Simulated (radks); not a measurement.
The fluorine anion F-, [Ne], held by a Watson sphere: a shell of charge +1 at radius R that stands for the Madelung well of a crystal (potential energy -1/R inside, -1/r outside, in hartree with lengths in bohr). All-electron calculation, scalar-relativistic Kohn-Sham, PBEsol, spin-polarised, spherical densities, point nucleus. Program: a radial shooting solver on a logarithmic mesh with Libxc functionals. Response by self-consistent Sternheimer equations with the Hartree and adiabatic LDA kernel, the relativistic mass of each level held fixed and spin-orbit coupling left out. The sphere does not respond.

R (bohr)  e(1s) (eV)  e(2s) (eV)  e(2p) (eV)  <r> 2p (bohr)  sum of <r^2> (bohr^2)  X-ray form factor at sin(theta)/lambda = 0.1 1/angstrom  alpha (bohr^3)
1.89         -656.72     -27.715      -9.371          1.211                  14.71                                                    9.025           7.368
2.03         -656.51     -27.244      -8.952          1.222                  15.02                                                    9.009           7.968
2.16         -656.29     -26.836      -8.581          1.232                  15.28                                                    8.995           8.543
3.01         -654.78     -24.726      -6.561          1.277                  16.64                                                    8.932           12.57
3.43         -654.11     -23.954      -5.795          1.290                  17.11                                                    8.912           14.62
